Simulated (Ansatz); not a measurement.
Species: SiHCl, charge 0, triplet. This triplet is an excited state, 1.5 eV above the singlet at CCSD(T)/cc-pV(5+d)Z (Ansatz, a quantum-chemistry and plane-wave program). SiHCl (SMILES [SiH]Cl, triplet).
B3LYP-D3(BJ)/def2-TZVP minimum from Ansatz:
```
Si
H 1 1.4917
Cl 1 2.0637 2 115.14
```
Charge 0, spin multiplicity 3.

Total energies in cc-pV(D+d)Z, 12 correlated electrons, 10 frozen orbitals. Open shells are spin-unrestricted; no spin-orbit coupling. Correlated methods leave the cores frozen. No relativity. The spin of HClSi ([SiH]Cl, triplet) was assumed, and the state is the lowest solution found for it.

```csv
method,program,energy (Eh),minus CCSDTQ (mEh)
HF,Ansatz,-748.98773,235.42
MP2,Ansatz,-749.18787,35.27
CCSD,Ansatz,-749.21601,7.14
CCSD(T),Ansatz,-749.22180,1.35
CCSDT(Q),Ansatz,-749.22316,-0.01
CCSDTQ,Ansatz,-749.22315,0.00
```

Rough core times of Ansatz's runs on a shared machine: CCSD(T) under 20 s, CCSDT(Q) 70 s, CCSDTQ 80 min.
